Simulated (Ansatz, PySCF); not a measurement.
Process, species as SMILES: Cl[Si](Br)Br -> Br[Si]Br + Cl atom (the Cl-Si bond at the site shown breaks; other sites are not compared here)
Each molecule is optimised on its own at B3LYP-D3(BJ)/def2-TZVP (Ansatz, a quantum-chemistry and plane-wave program). Unstable Hartree-Fock reference: Br[Si]Br.

Quantity: bond dissociation energy (enthalpy at 298 K, with B3LYP-D3(BJ) rigid-rotor harmonic-oscillator terms from PySCF), in kcal/mol. Correlated levels leave the core frozen unless marked. UHF or UKS for open shells. No spin-orbit coupling. Frozen are the shells of the preceding noble gas and the d and f shells that filled before the atom's block. No relativistic terms. Basis-set limits of correlation are two-point, X^-3; Hartree-Fock from the larger set.

```csv
level,program,bond dissociation energy (kcal/mol)
SVWN5/def2-TZVPD,Ansatz,___
BLYP-D4/def2-TZVPD,Ansatz + dftd4,63.8
r2SCAN/def2-TZVPD,Ansatz,74.3
B3LYP-D4/def2-TZVPD,Ansatz + dftd4,65.6
PBE0-D4/def2-TZVPD,Ansatz + dftd4,71.8
PBE0/def2-QZVPP,Ansatz,70.2
BHLYP-D4/def2-TZVPD,Ansatz + dftd4,65.9
r2SCANh/def2-TZVPD,Ansatz,73.9
r2SCAN0-D4/def2-TZVPD,Ansatz + dftd4,73.9
r2SCAN0/def2-TZVPD,Ansatz,73.4
B2GP-PLYP-D3(BJ)/def2-TZVPD,Ansatz + dftd3,68.4
B2GP-PLYP-D4/def2-TZVPD,Ansatz + dftd4,67.4
B2PLYP/def2-TZVPD,Ansatz,___
PBE-QIDH/def2-TZVPD,Ansatz,72.2
RPA@PBE/def2-TZVPP,Ansatz,___
SCS-MP2/STO-3G,Ansatz,57.5
CCSD/6-31G*,Ansatz,___
"CCSD(T)/CBS(def2-TZVPP,def2-QZVPP)",Ansatz,68.5
```

Task: What belongs in the gaps?

Result: 
- SVWN5/def2-TZVPD, bond dissociation energy (kcal/mol): 80.6
- B2PLYP/def2-TZVPD, bond dissociation energy (kcal/mol): 65.1
- RPA@PBE/def2-TZVPP, bond dissociation energy (kcal/mol): 55.6
- CCSD/6-31G*, bond dissociation energy (kcal/mol): 55.4
